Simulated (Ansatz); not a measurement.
Input file for Ansatz (a first-principles code): R-wB97M-V/def2-TZVPP on H4O2Si (SMILES O[SiH2]O), a point of a torsion scan.

Ansatz 0.2 input:
```yaml
crystal:
  periodic: [false, false, false]
  atoms:
    - {symbol: O, position_ang: [-1.24166610, 0.53517405, 0.28906736]}
    - {symbol: Si, position_ang: [-0.05658537, -0.53823913, -0.04578043]}
    - {symbol: O, position_ang: [-0.30648072, -1.80312866, 0.93107801]}
    - {symbol: H, position_ang: [-1.15094323, 1.45207384, 0.05447098]}
    - {symbol: H, position_ang: [1.25795805, -0.02724816, 0.31448968]}
    - {symbol: H, position_ang: [-0.16495005, -0.93293283, -1.44828243]}
    - {symbol: H, position_ang: [-1.18603089, -1.98671776, 1.25003996]}
basis:
  gaussian:
    orbitals: def2-TZVPP
hamiltonian:
  xc: {name: wB97M-V}
scf: {lower_state_search: off}
```

### Question
Give the final energy of this run.

### Answer
-442.4468 hartree.
